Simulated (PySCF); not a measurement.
# Computed structure and properties of [AuI2]−

System: [AuI2]− (singlet); start: template (D∞h). Method: PySCF 2.14.0, RKS B3LYP, Au def2-SVP with ECP60, I def2-SVP with ECP28; non-relativistic Hamiltonian with scalar-relativistic core potentials where named; density fitting; no spin-orbit coupling.

Input of the relaxation:

```python
mol = gto.M(atom='''
Au     0.00000     0.00000     0.00000
I      0.00000     0.00000     2.51100
I      0.00000     0.00000    -2.51100''',
    basis={'Au': 'def2-SVP', 'I': 'def2-SVP'},
    ecp={'Au': 'def2-SVP', 'I': 'def2-SVP'},
    charge=-1, spin=0)
mf = dft.RKS(mol, xc='B3LYP')
mf.grids.atom_grid = (50, 194)
mf = mf.density_fit()  # fitting sets: Au def2-universal-JKFIT, I def2-universal-JKFIT
mf.conv_tol = 1e-08; mf.max_cycle = 55
mf.kernel(dm0)  # dm0: converged density of the start geometry
# quasi-Newton relaxation in Cartesian coordinates to a largest gradient under 0.00045 Eh/bohr, steps kept in the point group
```

Run from Python with OMP_NUM_THREADS=2; the lines above give its settings. Where DIIS fails, smearing, a level shift and second-order steps follow.
It took 22 s on 2 threads of Intel(R) Xeon(R) Platinum 8259CL CPU @ 2.50GHz (Skylake/Cascade Lake), on a shared host, from the converged density of the start.

Course of the relaxation:

```
step  energy above end (eV)  largest force component within the symmetry (eV/Å)
   0                 0.2067                                               1.620
   1                 0.0305                                               0.571
   2                 0.0014                                               0.111
   3                 0.0000                                               0.010
   4                 0.0000                                               0.000
```

Relaxed geometry (D∞h):

```xyz
3

Au    0.0000    0.0000    0.0000
I     0.0000    0.0000    2.6492
I     0.0000    0.0000   -2.6492
```

| contact | Å |
| --- | --- |
| Au1–I2 (I) | 2.649 |
| Au1–I3 (I) | 2.649 |

On the finer grid (75, 302):

- HOMO: -2.15 eV
- LUMO: 2.86 eV
- Dipole about the centre of mass: 0.00 D
- Set of Mulliken populations of Au1 outside the core potential: s 3.02, p 6.26, d 9.83, f 0.00
- D3(BJ) dispersion energy (not in the energies): -0.227 eV

| atom | Mulliken (e) | Löwdin (e) | spin (e) |
| --- | --- | --- | --- |
| Au1 | -0.12 | -0.58 | 0.00 |
| I2 | -0.44 | -0.21 | 0.00 |
| I3 | -0.44 | -0.21 | 0.00 |

On the grid (50, 194), as all that follows. Harmonic modes: a minimum within the noise of the softest modes; lowest 55 cm⁻¹ (negative: unstable), highest 195 cm⁻¹, zero-point energy 0.028 eV.

Taking off one I (charge -1, singlet; the rest: singlet) in vacuum, both parts rigid, costs 2.87 eV; the small basis without counterpoise inflates it.

Rigid scan of I along the line from its metal:

| distance to I2 (Å) | energy (eV) |
| --- | --- |
| 2.35 | 0.568 |
| 2.45 | 0.215 |
| 2.55 | 0.047 |
| 2.65 | 0.000 |
| 2.75 | 0.033 |
| 2.85 | 0.115 |
| 3.05 | 0.355 |
| 3.35 | 0.759 |
| 3.75 | 1.229 |
| 4.25 | 1.645 |

One start shape was tried, so this needn't be the lowest isomer.
